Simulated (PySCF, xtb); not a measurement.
C3H11NSi2, SMILES [C@@H]1(N([SiH3])CC1)[SiH3].

GFN2-xTB (xtb 6.7.1) at its own geometry gives an orbital gap of 4.24 eV and a dipole moment of 1.07 D.

Coordinates come from a r2SCAN-D4/def2-SVP optimisation. The structure was generated by enumeration; whether it is a known compound was not checked.

Problem. What does PySCF with PBE/def2-TZVP give? (An estimate is asked for; the answer gives what the named calculation found.)

Solution. gap 4.50 eV (levels -5.04 and -0.54 eV), dipole 1.45 D.
